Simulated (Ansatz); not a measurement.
Correlation energies of C3H10Si2, SMILES `CC=C([SiH3])[SiH3]` by basis set

Z-matrix (Å, degrees):
```
C
C 1 1.489
H 1 1.095 2 110.4
H 1 1.095 2 110.4 3 -117.4
H 1 1.092 2 112.8 3 121.3
C 2 1.341 1 126.8 3 -120.7
H 2 1.093 1 114.2 3 59.2
Si 6 1.860 2 119.2 1 179.9
Si 6 1.869 2 122.3 1 -0.0
H 8 1.489 6 110.9 2 120.2
H 8 1.489 6 110.8 2 -120.9
H 8 1.489 6 109.5 2 -0.4
H 9 1.487 6 108.6 2 -178.2
H 9 1.489 6 111.9 2 -58.8
H 9 1.489 6 111.8 2 62.5
```

The species carries charge 0 and has multiplicity 1. The structure was optimised at the PBE0-D4/def2-TZVP level. Frozen core, restricted reference, Ansatz. CBS rows extrapolate triple and quadruple zeta; past MP2 they add the triple-zeta difference.

```json
{"basis": "def2-TZVPP", "HF (Eh)": "-697.33448", "MP2 corr.": "-0.75726", "CCSD corr.": "-0.82562", "(T)": "-0.03426", "CCSD(T) total": "-698.19436"}
{"basis": "def2-QZVPP", "HF (Eh)": "-697.35798", "MP2 corr.": "-0.80686", "CCSD corr.": "–", "(T)": "–", "CCSD(T) total": "–"}
{"basis": "CBS(def2)", "HF (Eh)": "-697.36122", "MP2 corr.": "-0.84360", "CCSD corr.": "-0.91196", "(T)": "as TZ", "CCSD(T) total": "-698.30744"}
```
